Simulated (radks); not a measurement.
Spherical quantum dot in the effective-mass picture: electrons in a hard-walled sphere of radius 2.56, with a point charge +2 (a donor) at the centre, all in effective atomic units (hartree* = m*/eps^2 hartree, bohr* = eps/m* bohr), one dielectric constant everywhere. Method: non-relativistic Kohn-Sham, r2SCAN, spin-polarised, spherical densities, generalised Kohn-Sham scheme; computed with a radial shooting solver with Libxc functionals. Levels are named by radial order and angular momentum (1s, 1p, 1d, 2s, ...), and open shells are averaged over m.

N = 13, configuration 1s2 1p6 1d(up 4, down 0) 2s(up 1, down 0). This is the lowest configuration that the search found. Occupied and some empty levels:

| level | occupation | eigenvalue (hartree*) | <r> (bohr*) |
|---|---|---|---|
| 1s up | 1 | 5.8808 | 1.161 |
| 1s down | 1 | 6.0256 | 1.182 |
| 1p up | 3 | 6.7679 | 1.626 |
| 1p down | 3 | 6.9314 | 1.607 |
| 2s up | 1 | 7.3936 | 1.207 |
| 1d up | 4 | 7.6551 | 1.740 |
| 2s down | 0 | 7.7013 | 1.218 |
| 1d down | 0 | 7.8589 | 1.733 |
| 1f up | 0 | 8.7717 | 1.816 |
| 1f down | 0 | 9.0056 | 1.813 |
| 2p up | 0 | 9.8382 | 1.294 |
| 2p down | 0 | 10.008 | 1.323 |
| 1g up | 0 | 10.114 | 1.874 |
| 1g down | 0 | 10.373 | 1.873 |

Energy (hartree*): total 45.2402, kinetic 25.411, external -21.078, Hartree 48.464, exchange-correlation -7.5568.
